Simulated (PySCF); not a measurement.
## Unknown compound

An unknown has the formula C8H6F2. Its calculated NMR data are:

$^{1}$H NMR (300 MHz, computed): δ 6.16 (m, 1H), 5.97 (br s, 1H), 5.52 (br s, 1H), 3.55 (d, 1H), 3.30 (m, 2H).

$^{13}$C{$^{1}$H} NMR (computed): δ 161.3 (C), 145.4 (C), 124.3 (C), 116.1 (CH2), 113.4 (CH), 104.0 (CH), 83.7 (C), 48.6 (CH2).

PySCF calculation with geometry from GFN2-xTB and shieldings: GIAO PBE0/pcSseg-1; a single conformation, fast rotation and ring inversion assumed for equivalent nuclei, relativity neglected, isolated molecule.

Referencing at the same level of theory: $^{1}$H, $^{13}$C vs TMS.

Problem. Deduce the structure.

Solution. 
Rings plus π bonds: 5 (1 ring in the answer). 8 carbon signals for 8 carbons: no two carbons are equivalent. Carbon types of the structure: 4 × C, 2 × CH, 2 × CH2, which accounts for all hydrogens. δC 161.3, 145.4: fully substituted alkene carbon; as expected for a trigonal carbon in a double bond. δC 124.3: allylic fully substituted sp3 carbon bonded to 2 F; 2 electronegative neighbours deshield it. δC 116.1: terminal =CH2 carbon; the olefinic region. δC 113.4: alkene CH; as expected for a trigonal carbon in a double bond. δC 104.0: terminal alkyne carbon; the triple bond shields along its axis, which puts it between sp3 and sp2 carbons. δC 83.7: alkyne carbon; the triple bond shields along its axis, which puts it between sp3 and sp2 carbons. δH 5.97, 5.52: hydrogen on a terminal =CH2 carbon; olefinic region.

These data were computed for `C#C/C=C1/C(=C)CC1(F)F`.

The shifts were computed for this structure.

Splittings by $^{19}$F in the carbon and heteronuclear signals aren't shown, as no couplings were computed. Shifts are as computed. Against solution values, carbons near 30 ppm lie about +3 ppm off and those near 130 ppm about +5 ppm. Of 1211 compounds with measured shifts, 218 miss one by over three times the rms of a fit or turn the order of signals round; such compounds aren't used in these exercises. Multiplicities follow the n + 1 count of equivalent neighbours, as no J values were calculated; m marks all less simple cases, F and P coupling included.
